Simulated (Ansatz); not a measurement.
Steps of a relaxation of `C[N](C)[Sn][N](C)C` with RKS PBE0-D4/def2-TZVP.

```sh
$ ansatz run in.yaml --threads 2 --pin off --events-out ev --progress --plain --max-ram 32768MiB --backend cuda --devices 0, --max-vram 18GiB
```

```yaml
crystal:
  periodic: [false, false, false]
  atoms:
    - {symbol: C, position_ang: [-0.758476, -1.242826, -1.267368]}
    - {symbol: N, position_ang: [-0.169372, -1.625212, -0.005824]}
    - {symbol: C, position_ang: [0.171019, -3.027782, 0.073049]}
    - {symbol: Sn, position_ang: [0.091859, -0.440124, 1.704530]}
    - {symbol: N, position_ang: [0.208582, 1.429929, 0.762415]}
    - {symbol: C, position_ang: [-0.076629, 2.612166, 1.543518]}
    - {symbol: C, position_ang: [0.642994, 1.720443, -0.583512]}
    - {symbol: H, position_ang: [-0.043590, -1.305243, -2.127700]}
    - {symbol: H, position_ang: [-1.147462, -0.206680, -1.227442]}
    - {symbol: H, position_ang: [-1.617360, -1.911635, -1.526376]}
    - {symbol: H, position_ang: [-0.701187, -3.687499, -0.162653]}
    - {symbol: H, position_ang: [0.986325, -3.317143, -0.636909]}
    - {symbol: H, position_ang: [0.524697, -3.293730, 1.093227]}
    - {symbol: H, position_ang: [0.788523, 3.321822, 1.570119]}
    - {symbol: H, position_ang: [-0.321957, 2.345122, 2.594934]}
    - {symbol: H, position_ang: [-0.947670, 3.192626, 1.146193]}
    - {symbol: H, position_ang: [1.496999, 2.443508, -0.582491]}
    - {symbol: H, position_ang: [0.989141, 0.803104, -1.097380]}
    - {symbol: H, position_ang: [-0.158134, 2.184653, -1.213729]}
basis:
  gaussian: {orbitals: def2-TZVP}
hamiltonian: {xc: pbe0, dispersion: d4}
relax: {f_tol: 0.005, max_steps: 150}
```

Positions (Å) and forces (eV/Å) along the path, 6 of 6 steps:

```xyz
19
step=1 energy=-13149.6472 eV
C    -0.758   -1.243   -1.267   -0.142    0.022   -0.275
N    -0.169   -1.625   -0.006    0.079    0.256    0.425
C     0.171   -3.028    0.073    0.043   -0.302   -0.049
Sn    0.092   -0.440    1.705   -0.058    0.288   -1.104
N     0.209    1.430    0.762   -0.038   -0.426    0.258
C    -0.077    2.612    1.544   -0.051    0.304    0.114
C     0.643    1.720   -0.584    0.109    0.122   -0.258
H    -0.044   -1.305   -2.128   -0.305    0.022    0.461
H    -1.147   -0.207   -1.227    0.212   -0.507    0.010
H    -1.617   -1.912   -1.526    0.411    0.311    0.157
H    -0.701   -3.687   -0.163    0.388    0.349    0.124
H     0.986   -3.317   -0.637   -0.384    0.195    0.331
H     0.525   -3.294    1.093   -0.175    0.147   -0.475
H     0.789    3.322    1.570   -0.393   -0.388   -0.026
H    -0.322    2.345    2.595    0.130    0.103   -0.509
H    -0.948    3.193    1.146    0.416   -0.327    0.164
H     1.497    2.444   -0.582   -0.407   -0.351    0.040
H     0.989    0.803   -1.097   -0.187    0.425    0.274
H    -0.158    2.185   -1.214    0.353   -0.243    0.339
19
step=2 energy=-13149.7585 eV
C    -0.735   -1.213   -1.256   -0.078   -0.006   -0.170
N    -0.156   -1.589    0.005   -0.004   -0.058   -0.104
C     0.169   -2.988    0.081    0.029   -0.176   -0.017
Sn    0.090   -0.428    1.659    0.011   -0.046    0.175
N     0.194    1.393    0.755   -0.005    0.102   -0.064
C    -0.076    2.574    1.531   -0.028    0.170    0.075
C     0.620    1.688   -0.586    0.061    0.092   -0.147
H    -0.020   -1.288   -2.098   -0.106    0.007    0.145
H    -1.108   -0.183   -1.223    0.043   -0.167   -0.013
H    -1.589   -1.870   -1.508    0.138    0.105    0.051
H    -0.703   -3.629   -0.152    0.128    0.121    0.040
H     0.973   -3.275   -0.624   -0.130    0.069    0.104
H     0.516   -3.255    1.090   -0.052    0.043   -0.143
H     0.788    3.266    1.548   -0.131   -0.132   -0.013
H    -0.312    2.313    2.573    0.038    0.031   -0.153
H    -0.937    3.149    1.140    0.140   -0.110    0.049
H     1.468    2.400   -0.582   -0.137   -0.118    0.011
H     0.955    0.780   -1.098   -0.035    0.147    0.072
H    -0.178    2.151   -1.198    0.119   -0.076    0.103
19
step=3 energy=-13149.7654 eV
C    -0.751   -1.231   -1.260    0.020    0.014   -0.020
N    -0.160   -1.590    0.000   -0.004    0.007   -0.004
C     0.169   -2.987    0.079    0.002   -0.031    0.002
Sn    0.091   -0.428    1.659    0.001   -0.004    0.011
N     0.197    1.397    0.751    0.004   -0.003   -0.008
C    -0.077    2.574    1.530   -0.001    0.028    0.017
C     0.637    1.707   -0.581   -0.022   -0.002   -0.021
H    -0.043   -1.306   -2.100    0.009   -0.003    0.003
H    -1.136   -0.212   -1.234    0.001    0.032    0.002
H    -1.594   -1.898   -1.498   -0.006   -0.006    0.009
H    -0.700   -3.625   -0.142   -0.010   -0.001    0.000
H     0.963   -3.270   -0.629    0.005    0.005   -0.006
H     0.524   -3.248    1.082    0.007   -0.005    0.009
H     0.784    3.259    1.554    0.010    0.001   -0.001
H    -0.319    2.309    2.564   -0.005   -0.002    0.012
H    -0.930    3.146    1.134   -0.007   -0.001   -0.006
H     1.473    2.423   -0.560    0.005    0.000    0.011
H     0.987    0.812   -1.096   -0.002   -0.029   -0.013
H    -0.155    2.164   -1.196   -0.007    0.000    0.003
19
step=4 energy=-13149.7661 eV
C    -0.734   -1.220   -1.259   -0.012   -0.001    0.002
N    -0.154   -1.588    0.004    0.007    0.017    0.020
C     0.166   -2.988    0.080   -0.001   -0.010    0.000
Sn    0.092   -0.430    1.668   -0.001    0.008   -0.033
N     0.192    1.393    0.753   -0.004   -0.024    0.009
C    -0.075    2.574    1.530    0.001    0.009    0.004
C     0.620    1.696   -0.584    0.011    0.000    0.002
H    -0.022   -1.302   -2.095    0.013   -0.003   -0.004
H    -1.106   -0.196   -1.234   -0.002   -0.002    0.001
H    -1.584   -1.876   -1.502   -0.007   -0.006   -0.002
H    -0.707   -3.619   -0.145   -0.011   -0.006   -0.002
H     0.959   -3.272   -0.628    0.008    0.000   -0.010
H     0.519   -3.254    1.082    0.003   -0.002    0.008
H     0.788    3.256    1.546    0.011    0.007    0.000
H    -0.312    2.314    2.567   -0.002   -0.003    0.009
H    -0.929    3.146    1.137   -0.010    0.005   -0.007
H     1.460    2.408   -0.572    0.007    0.007    0.001
H     0.960    0.797   -1.099    0.003    0.000    0.002
H    -0.175    2.156   -1.192   -0.013    0.004   -0.002
19
step=5 energy=-13149.7663 eV
C    -0.733   -1.224   -1.260    0.017   -0.008   -0.005
N    -0.154   -1.590    0.004   -0.013    0.002   -0.007
C     0.164   -2.992    0.080    0.005    0.016    0.006
Sn    0.093   -0.429    1.664    0.001   -0.003    0.012
N     0.193    1.396    0.755    0.009    0.002   -0.009
C    -0.074    2.577    1.532   -0.003   -0.018   -0.001
C     0.620    1.701   -0.583   -0.013    0.007    0.002
H    -0.017   -1.308   -2.093   -0.010    0.000   -0.004
H    -1.107   -0.200   -1.239    0.001   -0.001    0.005
H    -1.582   -1.882   -1.504    0.001    0.000   -0.001
H    -0.712   -3.622   -0.140    0.003    0.002    0.000
H     0.953   -3.277   -0.633   -0.004   -0.005    0.004
H     0.521   -3.257    1.081    0.000   -0.004   -0.004
H     0.791    3.258    1.549   -0.003    0.000    0.001
H    -0.313    2.316    2.568    0.000    0.006    0.000
H    -0.927    3.150    1.136    0.004    0.002    0.004
H     1.457    2.416   -0.570   -0.001    0.001   -0.003
H     0.963    0.804   -1.100    0.000   -0.001    0.005
H    -0.179    2.158   -1.189    0.008    0.002   -0.004
19
step=6 energy=-13149.7664 eV
C    -0.732   -1.226   -1.263    0.000    0.000    0.000
N    -0.155   -1.590    0.002    0.003   -0.002   -0.002
C     0.163   -2.991    0.082   -0.002    0.001   -0.001
Sn    0.094   -0.429    1.663    0.000    0.000   -0.001
N     0.194    1.396    0.753   -0.004    0.002    0.000
C    -0.073    2.576    1.533    0.002    0.000   -0.001
C     0.619    1.704   -0.585    0.000    0.000    0.000
H    -0.016   -1.313   -2.096    0.000   -0.001    0.000
H    -1.104   -0.202   -1.243    0.002   -0.002    0.002
H    -1.581   -1.883   -1.506   -0.001   -0.001   -0.001
H    -0.713   -3.622   -0.138    0.001    0.000    0.000
H     0.953   -3.279   -0.629   -0.001    0.000    0.001
H     0.519   -3.255    1.084    0.000    0.000    0.000
H     0.792    3.257    1.551   -0.001    0.000    0.000
H    -0.311    2.313    2.570    0.000    0.000    0.000
H    -0.926    3.149    1.140    0.001   -0.001    0.001
H     1.456    2.419   -0.571    0.001    0.001   -0.001
H     0.961    0.808   -1.103   -0.001    0.000    0.003
H    -0.180    2.163   -1.189    0.000    0.000    0.000
```

It took 31 s on 2 threads of an AMD EPYC 7R13 on a shared host and a share of an NVIDIA H100 80 GB, with 0.96 GiB of host memory at the peak.
